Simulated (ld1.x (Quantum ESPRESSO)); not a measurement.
Cutoff test, beryllium (Be), TM

```
Element                 : beryllium (Be)
Generator               : ld1.x (Quantum ESPRESSO) 7.5
Type                    : norm-conserving Troullier–Martins (Kleinman–Bylander form)
Functional              : PBE
Relativity              : scalar-relativistic
Frozen core             : none
Valence charge          : 4
Reference configuration : 1s2 2s2 2p0
Partial waves           : 2p (bound, empty): rc 4.20 bohr; 1s (bound): rc 0.40 bohr
Local potential         : the s channel
Core correction         : none
```

Occupied shells without a wave of their own: 2s. They enter only through the test configuration that unscreens the potential.

The pseudo-atom Hamiltonian at the reference potential is diagonalised in spherical Bessel functions j_l(qr) that vanish at 20 bohr, with q² up to the cutoff. All-electron valence levels (Ry): 2p -0.1484, 1s -7.8065, 2s -0.4123.

Problem. How do the lowest levels (Ry) of each channel move with the cutoff, and are there ghosts?

Solution.

| cutoff (Ry) | p #1 | s #1 | s #2 | d #1 | f #1 | f #2 | Σ f·Δε (mRy) |
| --- | --- | --- | --- | --- | --- | --- | --- |
| 8 | -0.1483 | -2.7390 | -0.1496 | 0.0653 | 0.1138 | 0.2419 | 10658.0 |
| 25 | -0.1484 | -4.5048 | -0.2539 | 0.0653 | 0.1138 | 0.2419 | 6917.8 |
| 50 | -0.1484 | -5.8040 | -0.3220 | 0.0653 | 0.1138 | 0.2419 | 4183.4 |
| 100 | -0.1484 | -6.8570 | -0.3713 | 0.0653 | 0.1138 | 0.2419 | 1978.8 |
| 180 | -0.1484 | -7.5160 | -0.3997 | 0.0653 | 0.1138 | 0.2419 | 603.9 |
| 400 | -0.1484 | -7.8062 | -0.4115 | 0.0653 | 0.1138 | 0.2419 | 0.0 |

Result: no extra level below or beside the all-electron valence levels (p, s, d, f tested); 10 mRy is reached at over 300 Ry and 1 mRy at over 300 Ry.

3 of 7 tests not solved or not reliable.
